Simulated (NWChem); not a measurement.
System: BAsH₄O₂; SMILES OB(O)[AsH2]

NWChem input:

```
start job
memory heap 200 mb stack 900 mb global 1100 mb
geometry units angstroms noautoz
  B     -0.014010     1.032274     0.006631
  As     0.061272    -1.025548    -0.036019
  H     -0.785046    -1.181667     1.217683
  H      1.374812    -1.120197     0.736818
  O     -1.243321     1.596551     0.030115
  H     -1.191581     2.560538    -0.005269
  O      1.077867     1.841531    -0.075453
  H      1.915795     1.371575    -0.062443
end
basis spherical
  B library def2-svp
  As library def2-svp
  H library def2-svp
  O library def2-svp
end
dft
  xc slater vwn_5
  iterations 150
end
tddft
  nroots 6
  notriplet
end
task tddft energy
```

Output (shortened):

```
             Northwest Computational Chemistry Package (NWChem) 7.3.0
             --------------------------------------------------------

 C1  symmetry detected

                             Geometry "geometry" -> ""
                             -------------------------

 Output coordinates in angstroms (scale by  1.889725989 to convert to a.u.)

  No.       Tag          Charge          X              Y              Z
 ---- ---------------- ---------- -------------- -------------- --------------
    1 B                    5.0000    -0.00766571     1.02551848     0.00531083
    2 As                  33.0000    -0.01052635    -1.03342231    -0.04828431
    3 H                    1.0000    -0.91604497    -1.16290520     1.16648571
    4 H                    1.0000     1.26345714    -1.18336991     0.78002999
    5 O                    8.0000    -1.21400476     1.63727242    -0.02055020
    6 H                    1.0000    -1.12339662     2.59867311    -0.04698637
    7 O                    8.0000     1.11733623     1.79190770    -0.02381396
    8 H                    1.0000     1.93503068     1.28950485     0.02221215

 Effective nuclear repulsion energy (a.u.)     237.5498197433

                                 NWChem DFT Module
                                 -----------------

 Summary of "ao basis" -> "ao basis" (spherical)
 ------------------------------------------------------------------------------
       Tag                 Description            Shells   Functions and Types
 ---------------- ------------------------------  ------  ---------------------
 B                          def2-svp                 6       14   3s2p1d
 As                         def2-svp                12       32   5s4p3d
 H                          def2-svp                 3        5   2s1p
 O                          def2-svp                 6       14   3s2p1d

            General Information
            -------------------
          SCF calculation type: DFT
          Wavefunction type:  closed shell.
          No. of atoms     :     8
          No. of electrons :    58
           Alpha electrons :    29
            Beta electrons :    29
          Charge           :     0
          Spin multiplicity:     1
          Use of symmetry is: off; symmetry adaption is: off
          Maximum number of iterations: 150
          AO basis - number of functions:    94
                     number of shells:    42
          Convergence on energy requested:  1.00D-06
          Convergence on density requested:  1.00D-05
          Convergence on gradient requested:  5.00D-04

              XC Information
              --------------
                        Slater Exchange Functional  1.000 local
                      VWN V Correlation Functional  1.000 local

             Grid Information
             ----------------
          Grid used for XC integration:  medium
          Radial quadrature: Mura-Knowles
          Angular quadrature: Lebedev.
          Tag              B.-S. Rad. Rad. Pts. Rad. Cut. Ang. Pts.
          ---              ---------- --------- --------- ---------
          B                   0.85       49           8.0       434
          As                  1.15      112          10.0       590
          H                   0.35       45          11.0       434
          O                   0.60       49          10.0       434
          Grid pruning is: on
          Number of quadrature shells:   439
          Spatial weights used:  Erf1

      Superposition of Atomic Density Guess
      -------------------------------------

 Sum of atomic energies:       -2409.74304521

      Non-variational initial energy
      ------------------------------

 Total energy =   -2411.224010
 1-e energy   =   -3827.214885
 2-e energy   =    1178.441056
 HOMO         =      -0.289372
 LUMO         =       0.064024

   convergence    iter        energy       DeltaE   RMS-Dens  Diis-err
 ---------------- ----- ----------------- --------- --------- ---------
 d= 0,ls=0.0,diis     1  -2408.5194866518 -2.65D+03  1.90D-02  1.26D+00
 d= 0,ls=0.0,diis     2  -2408.3663377450  1.53D-01  1.20D-02  2.75D+00
 d= 0,ls=0.0,diis     3  -2408.6191570601 -2.53D-01  2.00D-03  1.40D-01
 d= 0,ls=0.0,diis     4  -2408.6311001191 -1.19D-02  6.73D-04  9.66D-03
 d= 0,ls=0.0,diis     5  -2408.6314810855 -3.81D-04  3.38D-04  1.98D-03
  Resetting Diis
 d= 0,ls=0.0,diis     6  -2408.6316620570 -1.81D-04  1.05D-04  1.58D-04
 d= 0,ls=0.0,diis     7  -2408.6316758022 -1.37D-05  8.46D-05  6.36D-06
 d= 0,ls=0.0,diis     8  -2408.6316743747  1.43D-06  4.51D-05  1.97D-05
 d= 0,ls=0.0,diis     9  -2408.6316767352 -2.36D-06  7.12D-06  4.99D-07
 d= 0,ls=0.0,diis    10  -2408.6316767896 -5.44D-08  1.45D-06  5.18D-08

         Total DFT energy =    -2408.631676789635
      One electron energy =    -3830.230373259139
           Coulomb energy =     1285.170607923962
    Exchange-Corr. energy =     -101.121731197762
 Nuclear repulsion energy =      237.549819743305

 Numeric. integr. density =       57.999979553001

                       DFT Final Molecular Orbital Analysis
                       ------------------------------------

 Vector   27  Occ=2.000000D+00  E=-2.866481D-01
              MO Center= -5.7D-02,  1.7D+00, -1.5D-02, r^2= 2.1D+00
   Bfn.  Coefficient  Atom+Function         Bfn.  Coefficient  Atom+Function
  ----- ------------  ---------------      ----- ------------  ---------------
    62      0.457010  5 O  pz                81     -0.451186  7 O  pz
    65      0.334300  5 O  pz                84     -0.333952  7 O  pz
    29      0.047359  2 As px                80     -0.047473  7 O  py
    13      0.043826  1 B  d  1              48      0.042181  3 H  s
    28      0.040324  2 As pz                18     -0.039879  2 As s

 Vector   28  Occ=2.000000D+00  E=-2.798011D-01
              MO Center=  1.6D-02, -1.0D-01,  1.0D-01, r^2= 3.3D+00
   Bfn.  Coefficient  Atom+Function         Bfn.  Coefficient  Atom+Function
  ----- ------------  ---------------      ----- ------------  ---------------
    28      0.252898  2 As pz                80     -0.241240  7 O  py
    27     -0.231281  2 As py                 5     -0.229519  1 B  py
    19     -0.228554  2 As s                 30     -0.224703  2 As py
    47      0.206062  3 H  s                 18     -0.199685  2 As s
    31      0.195703  2 As pz                25     -0.157873  2 As pz

[...]

                                NWChem TDDFT Module
                                -------------------

            General Information
            -------------------
           No. of orbitals :     188
            Alpha orbitals :      94
             Beta orbitals :      94
        Alpha frozen cores :       0
         Beta frozen cores :       0
     Alpha frozen virtuals :       0
      Beta frozen virtuals :       0
         Spin multiplicity :       1
    Number of AO functions :      94
        Use of symmetry is : off
      Symmetry adaption is : off
         Schwarz screening :  0.10D-07

              XC Information
              --------------
                 Slater Exchange Functional   1.00 local
               VWN V Correlation Functional   1.00 local

             TDDFT Information
             -----------------
          Calculation type : TDDFT
         Wavefunction type : Restricted singlets
          No. of electrons :      58
           Alpha electrons :      29
            Beta electrons :      29
              No. of roots :       6
          Max subspacesize :    5200
            Max iterations :     100
               Target root :       1
           Target symmetry : none
      Symmetry restriction : off
                 Algorithm : Optimal
        Davidson threshold :  0.10D-03

    6 smallest eigenvalue differences (eV)
--------------------------------------------------------
  No. Spin  Occ  Vir  Irrep   E(Occ)    E(Vir)   E(Diff)
--------------------------------------------------------
    1    1   29   30 a        -0.224    -0.019     5.565
    2    1   29   31 a        -0.224    -0.002     6.044
    3    1   29   32 a        -0.224     0.010     6.356
    4    1   29   33 a        -0.224     0.033     6.980
    5    1   28   30 a        -0.280    -0.019     7.091
    6    1   27   30 a        -0.287    -0.019     7.278
--------------------------------------------------------

  Entering Davidson iterations
  Restricted singlet excited states

  Iter   NTrls   NConv    DeltaV     DeltaE      Time
  ----  ------  ------  ---------  ---------  ---------
    1      6       0     0.37E+00   0.10+100        2.2
    2     12       0     0.17E+00   0.23E-01        2.1
    3     24       0     0.46E-01   0.15E-01        2.7
    4     36       0     0.48E-01   0.43E-02        3.0
    5     48       0     0.14E-01   0.14E-02        2.7
    6     60       0     0.59E-02   0.75E-04        3.2
    7     72       0     0.27E-02   0.13E-04        2.8
    8     84       1     0.10E-02   0.30E-05        2.7
    9     94       3     0.37E-03   0.42E-06        2.6
   10    100       5     0.14E-03   0.43E-07        2.1
   11    102       6     0.75E-04   0.57E-08        1.8
  ----  ------  ------  ---------  ---------  ---------
  Convergence criterion met

  Ground state a       -2408.631676789635 a.u.

  ----------------------------------------------------------------------------
  Root   1 singlet a              0.217921442 a.u.                5.9299 eV
  ----------------------------------------------------------------------------
     Transition Moments    X  0.02592   Y -0.23814   Z  0.21900
     Dipole Oscillator Strength                    0.0153042461
     Electric Quadrupole                           0.0000000308
     Magnetic Dipole                               0.0000001181
     Total Oscillator Strength                     0.0153043949

     Occ.   29  a   ---  Virt.   30  a    0.95264 X
     Occ.   29  a   ---  Virt.   31  a   -0.05587 X
     Occ.   29  a   ---  Virt.   32  a    0.24133 X
     Occ.   29  a   ---  Virt.   33  a    0.11470 X
     Occ.   29  a   ---  Virt.   34  a    0.06643 X
     Occ.   29  a   ---  Virt.   35  a    0.07421 X
  ----------------------------------------------------------------------------
  Root   2 singlet a              0.236114395 a.u.                6.4250 eV
  ----------------------------------------------------------------------------
     Transition Moments    X -0.30893   Y -0.29029   Z -0.10853
     Dipole Oscillator Strength                    0.0301415103
     Electric Quadrupole                           0.0000002213
     Magnetic Dipole                               0.0000010818
     Total Oscillator Strength                     0.0301428134

     Occ.   26  a   ---  Virt.   30  a   -0.05184 X
     Occ.   28  a   ---  Virt.   31  a    0.14831 X
     Occ.   29  a   ---  Virt.   30  a    0.09766 X
     Occ.   29  a   ---  Virt.   31  a    0.95548 X
     Occ.   29  a   ---  Virt.   32  a   -0.17077 X
     Occ.   29  a   ---  Virt.   33  a   -0.08124 X
     Occ.   29  a   ---  Virt.   35  a    0.05883 X
  ----------------------------------------------------------------------------
  Root   3 singlet a              0.246239210 a.u.                6.7005 eV
  ----------------------------------------------------------------------------
     Transition Moments    X -0.05120   Y  0.64817   Z  0.22721
     Dipole Oscillator Strength                    0.0778734260
     Electric Quadrupole                           0.0000000400
     Magnetic Dipole                               0.0000007872
     Total Oscillator Strength                     0.0778742532

     Occ.   28  a   ---  Virt.   30  a    0.10795 X
     Occ.   28  a   ---  Virt.   31  a    0.05691 X
     Occ.   28  a   ---  Virt.   33  a   -0.07540 X
     Occ.   29  a   ---  Virt.   30  a   -0.19352 X
     Occ.   29  a   ---  Virt.   31  a    0.16296 X
     Occ.   29  a   ---  Virt.   32  a    0.91992 X
     Occ.   29  a   ---  Virt.   33  a   -0.19033 X
     Occ.   29  a   ---  Virt.   34  a    0.10095 X
     Occ.   29  a   ---  Virt.   35  a   -0.11064 X
  ----------------------------------------------------------------------------
  Root   4 singlet a              0.265400004 a.u.                7.2219 eV
  ----------------------------------------------------------------------------
     Transition Moments    X -0.19945   Y  0.57771   Z -0.01991
     Dipole Oscillator Strength                    0.0661589634
     Electric Quadrupole                           0.0000000087
     Magnetic Dipole                               0.0000003971
     Total Oscillator Strength                     0.0661593692

     Occ.   28  a   ---  Virt.   30  a   -0.19742 X
     Occ.   28  a   ---  Virt.   31  a    0.14935 X
     Occ.   28  a   ---  Virt.   33  a   -0.07857 X
     Occ.   29  a   ---  Virt.   30  a   -0.11121 X
     Occ.   29  a   ---  Virt.   31  a    0.10971 X
     Occ.   29  a   ---  Virt.   32  a    0.13993 X
     Occ.   29  a   ---  Virt.   33  a    0.90748 X
     Occ.   29  a   ---  Virt.   34  a   -0.13540 X
     Occ.   29  a   ---  Virt.   35  a   -0.18714 X
  ----------------------------------------------------------------------------
  Root   5 singlet a              0.273499207 a.u.                7.4423 eV
  ----------------------------------------------------------------------------
     Transition Moments    X -0.07569   Y  0.39558   Z -0.30644
     Dipole Oscillator Strength                    0.0466986635
     Electric Quadrupole                           0.0000000715
     Magnetic Dipole                               0.0000010544
     Total Oscillator Strength                     0.0466997894

     Occ.   23  a   ---  Virt.   30  a   -0.05229 X
     Occ.   26  a   ---  Virt.   30  a    0.07809 X
     Occ.   26  a   ---  Virt.   31  a    0.11114 X
     Occ.   27  a   ---  Virt.   30  a    0.07925 X
     Occ.   28  a   ---  Virt.   30  a    0.90340 X
     Occ.   28  a   ---  Virt.   31  a   -0.09344 X
     Occ.   28  a   ---  Virt.   32  a    0.07110 X
     Occ.   28  a   ---  Virt.   34  a    0.05505 X
     Occ.   29  a   ---  Virt.   33  a    0.16257 X
     Occ.   29  a   ---  Virt.   34  a   -0.31291 X
  ----------------------------------------------------------------------------
  Root   6 singlet a              0.280199978 a.u.                7.6246 eV
  ----------------------------------------------------------------------------
     Transition Moments    X -0.14549   Y  0.00303   Z -0.04326
     Dipole Oscillator Strength                    0.0043052872
     Electric Quadrupole                           0.0000001611
     Magnetic Dipole                               0.0000002515
     Total Oscillator Strength                     0.0043056998

     Occ.   27  a   ---  Virt.   30  a   -0.87100 X
     Occ.   27  a   ---  Virt.   31  a    0.07050 X
     Occ.   27  a   ---  Virt.   32  a   -0.41674 X
     Occ.   27  a   ---  Virt.   33  a    0.12194 X
     Occ.   27  a   ---  Virt.   34  a    0.09018 X
     Occ.   28  a   ---  Virt.   30  a    0.07540 X
     Occ.   28  a   ---  Virt.   32  a    0.12235 X
     Occ.   29  a   ---  Virt.   34  a    0.08156 X

              Target root =      1
          Target symmetry = none
      Ground state energy =  -2408.631676789635
        Excitation energy =      0.217921442013
     Excited state energy =  -2408.413755347622

  stored tddft:energy   -2408.4137553476216
```

Level: LDA (Slater exchange, VWN5)/def2-SVP, full TDDFT. Structure relaxed at the PBE0/def2-SVP level.
